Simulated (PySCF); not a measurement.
C5H9F (SMILES C[C@H]1C[C@@H](F)C1), singlet, geometry from GFN2-xTB. Base run: DF-B3LYP/STO-3G run with PySCF.

PySCF was given this input:
```python
from pyscf import gto, scf, dft

mol = gto.M(
    atom='''
C     2.20523728   -0.17658356    0.37641478
C     0.79904444   -0.73543443    0.27222974
C    -0.29805275   -0.00356954    1.07199654
C    -1.17655312    0.00125764   -0.18202196
F    -1.71156921    1.22467906   -0.51218512
C     0.02617208   -0.42814427   -1.02666074
H     2.86393007   -0.67391399   -0.33236998
H     2.20882107    0.88966358    0.16125833
H     2.59952885   -0.32767871    1.37905828
H     0.80676411   -1.80498186    0.48980015
H    -0.70232238   -0.51447881    1.94221356
H    -0.00500375    1.00680492    1.34905316
H    -2.01103025   -0.70497590   -0.16806508
H     0.44579484    0.41648096   -1.56889649
H    -0.13744723   -1.25418684   -1.71413603
''',
    basis='sto-3g',
    verbose=4,
    max_memory=1800,
)

mf = dft.RKS(mol)
mf.xc = 'b3lyp'
mf = mf.density_fit(auxbasis='def2-universal-jkfit')
mf.kernel()
```

All variants below ran on the same shared machine, one core each. Differences are taken from the largest basis of the Pople family in the series, which isn't the basis-set limit (6-311+G(2d,p): -8.251 eV). The cheapest run took around 7 core-seconds (rough).

```csv
setting,basis functions,"cost, times the cheapest (rough)",difference in HOMO energy (eV)
STO-3G,39,1,3.666
6-31G,72,2,0.262
6-31G*,102,2,0.384
6-31G**,129,2,0.383
6-311G**,162,3,0.123
"6-311+G(2d,p)",216,5,reference
```

Times come from a shared machine, hold the start-up and are rough.
